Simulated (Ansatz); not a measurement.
Cost and result for the atomization energy of C$_{2}$H$_{6}$F$_{2}$Si (`FC[SiH2]CF`) (11 atoms, 10 bonds).

```xyz
11

F     1.032   -0.882   -1.747
C    -0.132   -0.139   -1.558
Si   -0.702   -0.303    0.239
C     0.652    0.364    1.381
F     0.882    1.708    1.096
H    -0.887   -0.502   -2.262
H     0.086    0.905   -1.805
H    -1.953    0.482    0.411
H    -0.943   -1.731    0.574
H     0.374    0.280    2.437
H     1.590   -0.181    1.234
```

The species carries charge 0 and has multiplicity 1. The structure was optimised at the PBE0-D4/def2-TZVP level. It is one conformer, not always the lowest. Program: Ansatz. All runs use 4 threads of an Arm Neoverse V2 on a shared host. Times are those of one run each, without the atoms' runs, and a repeat can differ threefold. Electronic energies, without spin–orbit coupling; frozen cores. CCSD(T)/CBS adds CCSD(T) − MP2 in def2-TZVPP to the MP2 limit, and its time is that of the two runs behind it. T1 = 0.011. B3LYP takes the VWN-RPA correlation (the form of Gaussian; ORCA's B3LYP/G).

CCSD(T)/CBS is a level of theory with its own doubt, some kJ/mol a heavy atom from the limit and from the frozen cores, so smaller differences don't rank the functionals.

| level | functions | wall time |
| --- | --- | --- |
| PBE-D4/def2-TZVPP (with forces) | 250 | 1.9 s |
| PBE0-D4/def2-TZVPP | 250 | 2.1 s |
| B3LYP-D4/def2-TZVPP (with forces) | 250 | 3.4 s |
| r2SCAN-D4/def2-TZVPP (with forces) | 250 | 3.6 s |
| B2PLYP/def2-TZVPP | 250 | 4 s |
| ωB97X-V/def2-TZVPP | 250 | 6 s |
| ωB97M-V/def2-TZVPP (with forces) | 250 | 8.5 s |
| MP2/def2-QZVPP | 478 | 17 s |
| CCSD(T)/def2-TZVPP | 250 | 2.2 min |
| CCSD(T)/CBS(def2) | – | 2.5 min |

What atomization energy does each give, and how far from CCSD(T)/CBS? (An estimate is asked.)

Computed: 
```json
{"level": "PBE-D4/def2-TZVPP (with forces)", "atomization (kJ/mol)": "3967.0", "difference from CCSD(T)/CBS": "68.1", "per bond": "6.8"}
{"level": "PBE0-D4/def2-TZVPP", "atomization (kJ/mol)": "3892.4", "difference from CCSD(T)/CBS": "-6.5", "per bond": "-0.6"}
{"level": "B3LYP-D4/def2-TZVPP (with forces)", "atomization (kJ/mol)": "3895.3", "difference from CCSD(T)/CBS": "-3.6", "per bond": "-0.4"}
{"level": "r2SCAN-D4/def2-TZVPP (with forces)", "atomization (kJ/mol)": "3903.7", "difference from CCSD(T)/CBS": "4.8", "per bond": "0.5"}
{"level": "B2PLYP/def2-TZVPP", "atomization (kJ/mol)": "3853.8", "difference from CCSD(T)/CBS": "-45.1", "per bond": "-4.5"}
{"level": "ωB97X-V/def2-TZVPP", "atomization (kJ/mol)": "3916.3", "difference from CCSD(T)/CBS": "17.4", "per bond": "1.7"}
{"level": "ωB97M-V/def2-TZVPP (with forces)", "atomization (kJ/mol)": "3909.0", "difference from CCSD(T)/CBS": "10.1", "per bond": "1.0"}
{"level": "MP2/def2-QZVPP", "atomization (kJ/mol)": "3914.2", "difference from CCSD(T)/CBS": "15.3", "per bond": "1.5"}
{"level": "CCSD(T)/def2-TZVPP", "atomization (kJ/mol)": "3798.8", "difference from CCSD(T)/CBS": "-100.1", "per bond": "-10.0"}
{"level": "CCSD(T)/CBS(def2)", "atomization (kJ/mol)": "3898.9", "difference from CCSD(T)/CBS": "0.0", "per bond": "0.0"}
```

In def2-TZVPP, CCSD(T) changes the Hartree–Fock value by +941.2 kJ/mol (the triples alone add +51.4 kJ/mol) and MP2 by +997.2 kJ/mol; breaking electron pairs costs correlation energy, which Hartree–Fock lacks. From PBE to PBE0 (25 % exact exchange), in def2-TZVPP and without D4, the atomization energy moves by −71.6 kJ/mol: exact exchange takes away binding that semilocal exchange gives to molecules. The D4 term adds +29.8 kJ/mol with B3LYP and +15.6 kJ/mol with PBE0; it sums over pairs of atoms, weighted by their polarisabilities, and B3LYP, whose exchange is more repulsive, gets the larger term.
